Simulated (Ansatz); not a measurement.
Reaction (redistribution): `O[SiH](O)[CH2][GeH3]` + `F[SiH](F)N[SiH](Cl)Cl` → `O[SiH](O)N[SiH](Cl)Cl` + `F[SiH](F)[CH2][GeH3]`

Isolated molecules relaxed with PBE0-D4/def2-TZVP in Ansatz; ΔE leaves out vibrations. CBS: MP2 limit from def2 TZ/QZ plus the TZ coupled-cluster correction, frozen cores. Functionals use def2-TZVPP. For Ge outer-core shells are correlated without core-valence functions, which leaves a few kJ/mol of doubt a bond. Scalar relativity is left out up to krypton. One conformer a species, not always the lowest.

Task: Is it downhill or uphill in electronic energy at CCSD(T)/CBS, and by how much? (An estimate is asked.)

Result: Computed: Downhill: ΔE = -1.1 kcal/mol.

Task: What do these levels give: PBE-D4, r2SCAN-D4, PBE0-D4, ωB97M-V, B2PLYP, r2SCAN, PBE0, HF/def2-TZVPP, MP2/def2-TZVPP, CCSD/def2-TZVPP, MP2/CBS(def2), CCSD/CBS(def2)? (An estimate is asked.)

Result: Computed: PBE-D4 -1.1, r2SCAN-D4 -1.4, PBE0-D4 -1.2, ωB97M-V -1.2, B2PLYP -1.1, r2SCAN -1.4, PBE0 -1.3, HF/def2-TZVPP -1.4, MP2/def2-TZVPP -0.9, CCSD/def2-TZVPP -1.0, MP2/CBS(def2) -1.0, CCSD/CBS(def2) -1.1 kcal/mol.

Largest T1 diagnostic among the species: 0.011.
